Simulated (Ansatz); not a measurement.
Geometry optimisation, RKS PBE/def2-SVP in Ansatz 0.2.0.

Input file:

```yaml
crystal:
  periodic: [false, false, false]
  atoms:
    - { symbol: Ta, position_ang: [0.0, 0.0, 0.0] }
    - { symbol: F, position_ang: [2.28, 0.0, 0.0] }
    - { symbol: F, position_ang: [0.0, 0.0, 1.93] }
    - { symbol: Cl, position_ang: [0.0, 0.0, -2.47] }
    - { symbol: F, position_ang: [-0.965, 1.6714, 0.0] }
    - { symbol: F, position_ang: [-0.965, -1.6714, 0.0] }
    - { symbol: O, position_ang: [0.7315, 1.7488, -1.3375] }
    - { symbol: H, position_ang: [1.4829, 1.4277, -1.9312] }
    - { symbol: H, position_ang: [1.9139, 1.0347, -0.7914] }
basis:
  gaussian: { orbitals: def2-SVP }
hamiltonian:
  xc: pbe
relax:
  f_tol: 0.15
  max_steps: 25
  restrain:
    - { distance: [0, 6], at: 2.02, k: 30.0 }
    - { distance: [8, 1], at: 0.92, k: 30.0 }
    - { distance: [0, 1], at: 3.13, k: 30.0 }
    - { distance: [8, 6], at: 2.21, k: 30.0 }
output:
  orbitals: {}
```

Launched with:

```bash
$ ansatz run input.yaml --threads 4 --pin off --max-ram 5120MiB --backend cpu --events-out ev --progress --plain --runs-dir out
```

Q: Where does it end, and by what steps?

A: The forces met the threshold. The restraints hold the end off the free minimum. After 14 steps the energy has fallen by 4.612 eV (the restraints' own energy left out); F5 moved furthest, 1.20 Å. Parted: Ta1–F2 (2.28 → 3.12 Å). Joined: F2–H9 (1.35 → 0.93 Å).

```csv
step,energy less start (eV),largest force component (eV/Å),accepted
0,0.0000,6.167,yes
1,-0.1828,5.191,yes
2,-0.5458,4.607,yes
3,-1.8862,3.178,yes
4,-3.1607,1.907,yes
5,-3.8117,1.415,yes
6,-4.1982,1.191,yes
7,-4.3920,0.958,yes
8,-4.4995,0.834,yes
9,-4.5537,0.836,yes
10,-4.5878,1.058,yes
11,-4.6095,1.008,yes
12,-4.6098,1.001,yes
13,-4.6113,1.025,no
14,-4.6119,1.022,yes
```

```xyz
9
Properties=species:S:1:pos:R:3
Ta -0.346 0.394 -0.317
F 2.635 -0.520 -0.162
F 0.177 0.815 1.450
Cl -0.617 -0.098 -2.610
F -2.038 1.159 -0.145
F -0.308 -1.437 0.084
O 1.064 1.677 -0.869
H 1.172 1.813 -1.831
H 2.738 0.407 -0.200
```

Time of the run: 29 s on 4 threads of Arm Neoverse V2, on a shared host, peak memory 0.2 GiB.
